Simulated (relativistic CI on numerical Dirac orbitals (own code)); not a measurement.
What each ingredient does to the levels of Pb XXIV

Base calculation: Dirac-Coulomb-Breit CI, orbitals from a KLI potential per configuration, model QED (radiative potential, 1s self-energy scaled to tabulated hydrogen-like ionisation energies), unscaled Slater integrals.

CI space (outside the closed core [Ar] 3d10): 4s2 4p6 4d10 4f13, 4s2 4p6 4d10 4f12 5s, 4s2 4p6 4d10 4f11 5s2, 4s2 4p6 4d10 4f12 5p, 4s2 4p6 4d10 4f11 5s 5p, 4s2 4p6 4d9 4f14, 4s2 4p6 4d10 4f11 5p2, 4s2 4p6 4d10 4f11 5s 5d, 4s2 4p6 4d10 4f12 5d, 4s2 4p6 4d10 4f11 5p 5d, 4s2 4p6 4d9 4f12 5s2, 4s2 4p5 4d10 4f14, 4s2 4p6 4d10 4f12 5f, 4s2 4p6 4d9 4f13 5s, 4s2 4p6 4d10 4f12 6s, 4s2 4p6 4d10 4f11 5d2, 4s2 4p6 4d9 4f12 5s 5p, 4s2 4p6 4d10 4f12 6p, 4s2 4p6 4d9 4f12 5p2, 4s2 4p6 4d9 4f13 5p, 4s2 4p6 4d10 4f12 5g, 4s2 4p6 4d10 4f12 6d, 4s 4p6 4d10 4f14, 4s2 4p6 4d8 4f14 5s, 4s2 4p6 4d10 4f12 6f, 4s2 4p6 4d10 4f12 7s, 4s2 4p5 4d10 4f12 5s2, 4s2 4p6 4d10 4f12 7p, 4s2 4p6 4d8 4f13 5s2, 4s2 4p6 4d8 4f14 5p, 4s2 4p6 4d8 4f14 5d, 4s2 4p5 4d10 4f13 5s, 4s2 4p5 4d9 4f14 5s, 4s 4p6 4d10 4f13 5s. Levels of other configurations are missing.

The lowest level and the first level of each name with at least 55 % of one term (blank where a level has no safe partner in the second run):

```tsv
Level	Base (cm⁻¹)	Shift (cm⁻¹)
4s2 4p6 4d10 4f13 2F°_7/2	0	0
4s2 4p6 4d10 4f13 2F°_5/2	41435	0
4s2 4p6 4d10 4f12 5s 4H_13/2	428127	+9840
4s2 4p6 4d10 4f12 5s 4F_9/2	440544	+9841
4s2 4p6 4d10 4f12 5s 4H_9/2	470877	+9840
4s2 4p6 4d10 4f12 5s 4F_7/2	479666	+9841
4s2 4p6 4d10 4f12 5s 2F_7/2	489194	+9841
4s2 4p6 4d10 4f12 5s 4P_1/2	522411	+9845
4s2 4p6 4d10 4f12 5s 2I_13/2	530840	+9842
4s2 4p6 4d10 4f12 5s 2I_11/2	531063	+9842
4s2 4p6 4d10 4f12 5s 4P_3/2	536091	+9844
4s2 4p6 4d10 4f12 5s 2P_1/2	546910	+9843
4s2 4p6 4d10 4f12 5s 2S_1/2	634292	+9845
4s2 4p6 4d10 4f12 5p 4G°_11/2	828579	+11729
4s2 4p6 4d10 4f11 5s2 4I°_15/2	918267	+17744
4s2 4p6 4d10 4f12 5p 2K°_13/2	931185	+11731
4s2 4p6 4d10 4f12 5p 2H°_11/2	932589	+11731
4s2 4p6 4d10 4f12 5p 4P°_1/2	932827	+11731
4s2 4p6 4d10 4f11 5s2 4I°_13/2	954910	+17744
4s2 4p6 4d10 4f11 5s2 4F°_7/2	987773	+17746
```

At this charge transitions that keep the count of f electrons are usually good to a few per cent. Terms inside the open d or f shell come out 10 to 20 % too wide with unscaled integrals. Levels that differ in their count of f electrons can be misplaced by several ten thousand cm⁻¹, since the correlation energy of f electrons is missing or only estimated; rates across such gaps can be off by orders of magnitude.

One thing was changed in a second run, which moved the levels as shown. Which?
A. Breit term removed
B. QED terms removed
C. P86 correlation estimate
D. configuration mixing switched off

C. P86 correlation estimate. A correlation estimate moves all levels of a configuration together before mixing; mixed levels move by a weighted share.

LS names give the leading component of a level, which can be under half, so a name can repeat, a term be missing and a line seem to break the LS rules.
